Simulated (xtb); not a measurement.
A run for xtb: GFN1-xTB on BH5N2O (SMILES NB(N)O), a point of a torsion scan.

```
$ xtb mol.xyz --gfn 1 --sp --chrg 0 --uhf 0
9

N      0.90987003     0.93525431    -0.13247216
B      0.08486712    -0.21563686    -0.08632876
N     -1.31886609    -0.08985326    -0.10868170
O      0.61104430    -1.47820705     0.06728329
H      1.91240399     0.90099804    -0.12004292
H      0.54802236     1.86422926    -0.23504363
H     -1.80176252     0.78615888    -0.05017516
H     -1.90972979    -0.88936193     0.01878763
H      1.48856231    -1.57854730    -0.29389349
```

Output:

```
[...]
           -------------------------------------------------
          |                Calculation Setup                |
           -------------------------------------------------



           -------------------------------------------------
          |                 G F N 1 - x T B                 |
           -------------------------------------------------

        Reference                      10.1021/acs.jctc.7b00118
      * Hamiltonian:
        H0-scaling (s, p, d)           1.850000    2.250000    2.000000
        zeta-weighting                 0.000000
      * Dispersion:
        s8                             2.400000
        a1                             0.630000
        a2                             5.000000
        s9                             0.000000
      * Repulsion:
        kExp                           1.500000
        rExp                           1.000000
      * Coulomb:
        alpha                          2.000000
        third order                    atomic
        anisotropic                    false
      * Halogen bond correction:
        rad-scale                      1.300000
        damping                        0.440000


          ...................................................
          :                      SETUP                      :
          :.................................................:
          :  # basis functions                  26          :
          :  # atomic orbitals                  26          :
          :  # shells                           18          :
          :  # electrons                        24          :
          :  # halogen bonds                     0          :
          :  max. iterations                   250          :
          :  Hamiltonian                  GFN1-xTB          :
          :  restarted?                      false          :
          :  GBSA solvation                  false          :
          :  PC potential                    false          :
          :  electronic temp.          300.0000000     K    :
          :  accuracy                    1.0000000          :
          :  -> integral cutoff          0.2500000E+02      :
          :  -> integral neglect         0.1000000E-07      :
          :  -> SCF convergence          0.1000000E-05 Eh   :
          :  -> wf. convergence          0.2000000E-04 e    :
          :  Broyden damping             0.4000000          :
          :  net charge                          0          :
          :  unpaired electrons                  0          :
          ...................................................

 iter      E             dE          RMSdq      gap      omega  full diag
   1    -15.4335202 -0.154335E+02  0.773E+00    7.08       0.0  T
   2    -15.4880986 -0.545783E-01  0.446E+00    7.24       1.0  T
   3    -15.4880958  0.280500E-05  0.101E+00    7.11       1.0  T
   4    -15.4891416 -0.104586E-02  0.187E-01    7.29       1.0  T
   5    -15.4891033  0.383106E-04  0.188E-01    7.15       1.0  T
   6    -15.4893936 -0.290270E-03  0.178E-02    7.23       1.9  T
   7    -15.4893958 -0.221113E-05  0.333E-03    7.22      10.0  T
   8    -15.4893959 -0.745165E-07  0.132E-03    7.22      25.2  T
   9    -15.4893959 -0.140333E-07  0.378E-05    7.22     881.9  T
  10    -15.4893959  0.900613E-11  0.454E-05    7.22     733.8  T

   *** convergence criteria satisfied after 10 iterations ***

         #    Occupation            Energy/Eh            Energy/eV
      -------------------------------------------------------------
         1        2.0000           -0.7462532             -20.3066
       ...           ...                  ...                  ...
         6        2.0000           -0.5489445             -14.9375
         7        2.0000           -0.5297844             -14.4162
         8        2.0000           -0.5120240             -13.9329
         9        2.0000           -0.5000630             -13.6074
        10        2.0000           -0.4696203             -12.7790
        11        2.0000           -0.4190559             -11.4031
        12        2.0000           -0.3839479             -10.4478 (HOMO)
        13                         -0.1184712              -3.2238 (LUMO)
        14                         -0.1082747              -2.9463
        15                         -0.0991223              -2.6973
        16                         -0.0869090              -2.3649
        17                         -0.0430185              -1.1706
       ...                                ...                  ...
        26                          0.6956164              18.9287
      -------------------------------------------------------------
                  HL-Gap            0.2654766 Eh            7.2240 eV
             Fermi-level           -0.2512095 Eh           -6.8358 eV

 SCC (total)                   0 d,  0 h,  0 min,  0.005 sec
 SCC setup                      ...        0 min,  0.000 sec (  1.318%)
 Dispersion                     ...        0 min,  0.000 sec (  0.851%)
 classical contributions        ...        0 min,  0.000 sec (  0.313%)
 integral evaluation            ...        0 min,  0.001 sec ( 19.908%)
 iterations                     ...        0 min,  0.001 sec ( 23.761%)
 molecular gradient             ...        0 min,  0.002 sec ( 50.404%)
 printout                       ...        0 min,  0.000 sec (  3.266%)

         :::::::::::::::::::::::::::::::::::::::::::::::::::::
         ::                     SUMMARY                     ::
         :::::::::::::::::::::::::::::::::::::::::::::::::::::
         :: total energy             -15.328926437025 Eh    ::
         :: gradient norm              0.019098010085 Eh/a0 ::
         :: HOMO-LUMO gap              7.223986863311 eV    ::
         ::.................................................::
         :: SCC energy               -15.489395896469 Eh    ::
         :: -> electrostatic           0.081357962854 Eh    ::
         :: repulsion energy           0.162501481958 Eh    ::
         :: dispersion energy         -0.002032022514 Eh    ::
         :: halogen bond corr.         0.000000000000 Eh    ::
         :: add. restraining           0.000000000000 Eh    ::
         :: total charge              -0.000000000000 e     ::
         :::::::::::::::::::::::::::::::::::::::::::::::::::::

           -------------------------------------------------
          |                Property Printout                |
           -------------------------------------------------

    * Orbital Energies and Occupations

         #    Occupation            Energy/Eh            Energy/eV
      -------------------------------------------------------------
         1        2.0000           -0.7462532             -20.3066
         2        2.0000           -0.7362918             -20.0355
         3        2.0000           -0.7294711             -19.8499
         4        2.0000           -0.6085468             -16.5594
         5        2.0000           -0.5599622             -15.2373
         6        2.0000           -0.5489445             -14.9375
         7        2.0000           -0.5297844             -14.4162
         8        2.0000           -0.5120240             -13.9329
         9        2.0000           -0.5000630             -13.6074
        10        2.0000           -0.4696203             -12.7790
        11        2.0000           -0.4190559             -11.4031
        12        2.0000           -0.3839479             -10.4478 (HOMO)
        13                         -0.1184712              -3.2238 (LUMO)
        14                         -0.1082747              -2.9463
        15                         -0.0991223              -2.6973
        16                         -0.0869090              -2.3649
Note: The following floating-point exceptions are signalling: IEEE_DENORMAL
normal termination of xtb
        17                         -0.0430185              -1.1706
        18                         -0.0240259              -0.6538
        19                          0.2566829               6.9847
        20                          0.2664501               7.2505
        21                          0.3036044               8.2615
        22                          0.4003580              10.8943
        23                          0.4835871              13.1591
       ...                                ...                  ...
        26                          0.6956164              18.9287
      -------------------------------------------------------------
                  HL-Gap            0.2654766 Eh            7.2240 eV
             Fermi-level           -0.2512095 Eh           -6.8358 eV

  Mulliken/CM5 charges         n(s)   n(p)   n(d)
     1N    -0.54267 -0.93162   1.423  4.120  0.000
     2B     0.53021  0.45842   0.775  1.695  0.000
     3N    -0.52365 -0.91074   1.419  4.104  0.000
     4O    -0.59793 -0.73903   1.674  4.924  0.000
     5H     0.19636  0.39528   0.804  0.000  0.000
     6H     0.19977  0.39982   0.800  0.000  0.000
     7H     0.19500  0.39511   0.805  0.000  0.000
     8H     0.20776  0.40878   0.792  0.000  0.000
     9H     0.33515  0.52396   0.665  0.000  0.000

Wiberg/Mayer (AO) data.
largest (>0.10) Wiberg bond orders for each atom

 ---------------------------------------------------------------------------
     #   Z sym  total        # sym  WBO       # sym  WBO       # sym  WBO
 ---------------------------------------------------------------------------
     1   7 N    3.108 --     2 B    1.133     5 H    0.939     6 H    0.938
     2   5 B    3.375 --     3 N    1.164     1 N    1.133     4 O    1.038
     3   7 N    3.135 --     2 B    1.164     7 H    0.941     8 H    0.935
     4   8 O    2.008 --     2 B    1.038     9 H    0.877
     5   1 H    0.964 --     1 N    0.939
     6   1 H    0.961 --     1 N    0.938
     7   1 H    0.963 --     3 N    0.941
     8   1 H    0.960 --     3 N    0.935
     9   1 H    0.896 --     4 O    0.877
 ---------------------------------------------------------------------------

Topologies differ in total number of bonds
Writing topology from bond orders to xtbtopo.mol

 dipole moment from electron density (au)
     X       Y       Z
   0.4046   0.7989  -0.3373  total (Debye):    2.432


           -------------------------------------------------
          | TOTAL ENERGY              -15.328926437025 Eh   |
          | GRADIENT NORM               0.019098010085 Eh/α |
          | HOMO-LUMO GAP               7.223986863311 eV   |
           -------------------------------------------------

------------------------------------------------------------------------
------------------------------------------------------------------------
 total:
 SCF:
```

The run finished.

Cost: roughly 0.020 core-seconds.
